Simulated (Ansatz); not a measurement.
CH2AlFTe (`F[CH]1[AlH][Te]1`), relaxed with RKS PBE-D4/def2-SVP in Ansatz from a rough embedded geometry. The force threshold is 0.03 eV/Å; the program also tests the step.

Total charge 0; spin multiplicity 1. Te takes the def2 core potential.

Start:

```xyz
6

F    -0.514   -0.162    1.839
C    -0.391    0.370    0.508
Al    0.592   -0.812   -0.689
Te    1.281    1.516    0.225
H    -1.346    0.820    0.130
H     0.379   -1.732   -2.014
```

(1) By how much does the energy fall, and how many steps does the optimiser take? (An estimate is asked.)

(2) Which bonds change most? (Best estimate.)

(3) Give the relaxed structure. (An estimate is asked.)

## Answers

(1) Computed: 74.14 kJ/mol, in 10 steps, 1 of them rejected.

(2) Computed: C2–Te4 from 2.047 to 2.387 Å; Al3–Te4 from 2.595 to 2.461 Å; F1–C2 from 1.438 to 1.365 Å; Al3–H6 from 1.627 to 1.587 Å.

(3) Computed: 
```xyz
6

F    -0.603   -0.252    1.789
C    -0.566    0.253    0.522
Al    0.486   -0.603   -0.896
Te    1.443    1.454    0.055
H    -1.373    1.002    0.395
H     0.613   -1.854   -1.865
```
